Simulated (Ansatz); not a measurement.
One change: `CC(C)(C)[O][Zn][F]` becomes `[CH3][Cd][O]C(C)(C)C`.

Ansatz, PBE0-D4/def2-TZVP geometries, multiplicity 1. Each molecule was computed in one conformer, which needn't be the lowest.

Elements past krypton have def2 core potentials. Scalar relativity is left out up to krypton.

| property | `CC(C)(C)[O][Zn][F]` |
| --- | --- |
| LUMO energy (PBE/def2-TZVPP) / eV | -2.12 |
| size of the dipole moment (B3LYP/def2-TZVPP) / D | 2.42 |
| HOMO energy (ωB97M-V/def2-TZVPP) / eV | -10.13 |
| HOMO–LUMO gap (PBE0/def2-TZVPP) / eV | 6.55 |
| HOMO energy (PBE0/def2-TZVPP) / eV | -7.73 |
| size of the dipole moment (ωB97M-V/def2-TZVPP) / D | 2.32 |

(1) Give the same properties after the change, and the shifts. (Best estimate.)

Results:

(1) Computed: 
| property | `[CH3][Cd][O]C(C)(C)C` | shift |
| --- | --- | --- |
| LUMO energy (PBE/def2-TZVPP) / eV | -1.18 | 0.94 |
| size of the dipole moment (B3LYP/def2-TZVPP) / D | 1.70 | -0.72 |
| HOMO energy (ωB97M-V/def2-TZVPP) / eV | -9.22 | 0.91 |
| HOMO–LUMO gap (PBE0/def2-TZVPP) / eV | 6.43 | -0.12 |
| HOMO energy (PBE0/def2-TZVPP) / eV | -6.81 | 0.92 |
| size of the dipole moment (ωB97M-V/def2-TZVPP) / D | 1.66 | -0.66 |

With PBE0 the HOMO rises by 0.92 eV and the LUMO rises by 0.80 eV, so the gap narrows by about 0.12 eV. PBE moves the HOMO by 0.88 eV and ωB97M-V by 0.91 eV. Dipoles are sizes alone; their direction can turn.

B3LYP here is the variant with VWN-RPA as its local correlation; programs differ in this.
